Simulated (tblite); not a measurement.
Species: C5H12N2OSi.
Z-matrix (Å and degrees, GFN2-xTB geometry), rows numbered from 1:
```
C 
C   1  1.5292
C   2  1.5315  1  110.02
C   2  1.4949  1  110.62  3  -121.41
N   4  1.2575  2  120.40  1   163.18
Si  2  1.9248  1  111.44  3   120.23
N   6  1.7648  2  111.08  1    35.23
C   7  1.3414  6  117.56  2    65.63
O   8  1.2061  7  122.37  6    -0.18
H   1  1.0888  2  110.72  3   -61.54
H   1  1.0900  2  110.39  3    58.07
H   1  1.0886  2  110.88  3   178.03
H   3  1.0850  2  109.86  1  -175.80
H   3  1.0890  2  110.01  1   -56.73
H   3  1.0874  2  110.91  1    63.33
H   4  1.0971  2  115.18  1   -18.45
H   5  1.0168  4  115.13  2   178.16
H   6  1.4680  2  109.63  1   -74.20
H   6  1.4534  2  111.98  1   157.79
H   7  1.0064  6  123.84  2  -115.68
H   8  1.1053  7  115.06  6  -179.84
```

Level: GFN2-xTB in tblite, geometry and Hessian alike; calculated harmonic values, unscaled, isolated species. This tight-binding method is rough: wavenumbers can miss measured ones by several per cent, in bad cases by 10 to 20. Modes of hydrogen on silicon can be 10 to 20 % off. One conformer, not necessarily the lowest.

Harmonic wavenumbers (cm⁻¹): 26.6, 36.8, 97.6, 111.2, 128.8, 211.8, 220.3, 235.5, 249.0, 274.7, 293.1, 335.1, 368.1, 485.4, 527.3, 554.6, 594.7, 603.1, 682.7, 719.3, 747.0, 760.4, 803.8, 888.2, 935.4, 970.1, 981.7, 1002.9, 1024.2, 1141.2, 1152.8, 1167.2, 1214.2, 1253.6, 1340.5, 1372.2, 1381.4, 1400.1, 1418.4, 1489.7, 1500.5, 1505.1, 1512.1, 1710.9, 1742.8, 2237.8, 2363.4, 2780.4, 2851.8, 3002.6, 3014.7, 3016.9, 3024.5, 3029.9, 3067.4, 3349.7, 3472.5.

A = 1932, B = 1113, C = 953.2 MHz; mass 144.072 u (most abundant isotopes); point group C1, symmetry number 1.

Zero-point energy?

½Σν̃ = 36192 cm⁻¹ = 103.48 kcal/mol.

Give the ideal-gas entropy at 298.15 K and 1 bar in the rigid-rotor, harmonic-oscillator model (classical rotation).

Translation 40.83, rotation 29.44, vibration 39.18: S = 109.5 cal/(mol K).

And Cp and H(298.15 K) − H(0)?

Cp = 45.42 cal/(mol K), of which vibrations give 37.47 (their classical limit is 57 R = 113.3); H(298.15 K) − H(0) = 8.26 kcal/mol without the zero-point energy, 5.89 from vibrations.

How do the functions run with temperature in this model?

| T (K) | S (cal/(mol K)) | Cp (cal/(mol K)) | H − H(0) (kcal/mol) | G − H(0) (kcal/mol) | ln q(vib) |
| --- | --- | --- | --- | --- | --- |
| 150 | 84.6 | 28.6 | 2.77 | -9.93 | 4.68 |
| 250 | 101.9 | 40.1 | 6.21 | -19.28 | 8.14 |
| 400 | 124.3 | 55.9 | 13.44 | -36.28 | 13.11 |
| 600 | 150.2 | 72.1 | 26.33 | -63.80 | 19.35 |
| 900 | 182.7 | 87.9 | 50.52 | -113.90 | 27.90 |

q(vib) and H(0) count from the zero-point level.

What must be added to the electronic energy to get the Gibbs energy at 298.15 K and 1 bar?

ZPE + [H(298.15 K) − H(0)] − T·S = 103.48 + 8.26 − 32.63 = 79.11 kcal/mol.

Hindered rotation and anharmonicity are outside this model. Other conformers, if any are populated, would add a mixing term that is left out. The structure is chiral; the term R ln 2 for an equal mix with its mirror image is left out.
